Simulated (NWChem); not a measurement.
System: SbH₂O₂F; SMILES [OH][Sb]([OH])[F]

Here is an NWChem input.

```
start job
memory heap 200 mb stack 900 mb global 1100 mb
geometry units angstroms noautosym nocenter noautoz
  Sb     0.078305    -0.085945     0.398188
  F      0.543022     1.661393    -0.315313
  O      0.891306    -1.141386    -1.045443
  H      0.523459    -0.938617    -1.916504
  O     -1.746147     0.064881    -0.333910
  H     -1.806079     0.841630    -0.908390
end
basis spherical
  * library def2-svpd
end
ecp
  Sb library def2-ecp
end
dft
  xc b3lyp
  iterations 150
end
property
  response 1 0.0
end
task dft property
```

Coordinates come from a PBE0/def2-SVP optimisation. def2 effective core potentials on Sb; no spin-orbit coupling.

Static field.

Q: Give the results of this calculation. (B3LYP/def2-SVPD with def2 effective core potentials on Sb.) Quantities: isotropic polarisability (bohr³); anisotropy (bohr³).

A: 
- isotropic polarisability (bohr³): 47.6
- anisotropy (bohr³): 5.9
